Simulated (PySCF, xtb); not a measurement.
C3H4BrF, SMILES C/C(F)=C\Br.

Harmonic wavenumbers (cm⁻¹) from xtb with GFN2-xTB at its own minimum, in rising order: 84, 182, 216, 339, 415, 436, 725, 764, 890, 1012, 1034, 1138, 1252, 1394, 1440, 1455, 1700, 3006, 3022, 3071, 3106.

Q: What does B3LYP-D3(BJ)/def2-SVP (PySCF) give at its own minimum? (The exact figures need the calculation; the answer reports its results.)

A: 144, 195, 234, 364, 441, 465, 746, 804, 904, 1016, 1053, 1171, 1305, 1408, 1444, 1448, 1738, 3036, 3103, 3170, 3232. Paired by order, the mean absolute difference is 36 cm⁻¹ and the zero-point energies are 38.1 and 39.2 kcal/mol.
